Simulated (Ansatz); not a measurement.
Basis-set extrapolation for CH8BNSi2 (PBE0-D4/def2-TZVP geometry, frozen core, the Gaussian-basis code of Ansatz). Multiplicity 1, RHF reference.

|  | def2-TZVPP | def2-QZVPP |
| --- | --- | --- |
| HF | -699.528004 | -699.551045 |
| MP2 correlation | -0.738063 | -0.787738 |
| CCSD(T) correlation | -0.832712 | not run |

Energies in hartree. Use E(X) = E(∞) + A·exp(−7.88·√X) for Hartree–Fock and E(X) = E(∞) + B·X^(−2.97) for correlation, with X = 3 and 4, and add CCSD(T) minus MP2 of the smaller set to the MP2 limit.

What is the CCSD(T) energy at the basis-set limit?

HF limit: -699.551045 + (-0.023041) × 0.13774 = -699.55422. MP2 limit: -0.787738 + (-0.049675) × 0.74074 = -0.82453. Higher-order term: -0.832712 − (-0.738063) = -0.09465. Total: -700.47340 hartree, 295.9 kJ/mol below CCSD(T)/def2-TZVPP.
